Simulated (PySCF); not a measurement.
# Zn (zinc, neutral): B97-3 calculation

Configuration: [Ar] 3d10 4s2, closed-shell 1S. All numbers are calculated (PySCF 2.14, scalar relativity through the core potential, in aug-cc-pwCVQZ-PP with ECP10MDF (9s9p8d5f4g3h, 180 functions)).

```json
{
 "Total energy": "-227.1252 hartree",
 "One-electron energy": "-408.0433 hartree",
 "Hartree (Coulomb) energy": "201.8398 hartree",
 "Exchange-correlation energy": "-20.9217 hartree",
 "⟨S²⟩": "0.0000",
 "⟨L²⟩": "0.000",
 "Sum of ⟨r⟩": "20.10 bohr",
 "Sum of ⟨r²⟩": "32.81 bohr²",
 "Time after the integrals": "4.5 s of wall time on 2 threads of Intel(R) Xeon(R) Platinum 8488C (shared host)"
}
```

```tsv
shell	electrons	mean orbital energy (hartree)	rms radius, mean of both spins (bohr)
3s	2	-5.06689	0.735
3p	6	-3.30083	0.779
3d	10	-0.48444	1.04
4s	2	-0.24247	2.95
```

Energies and moments cover only the electrons outside the core potential.
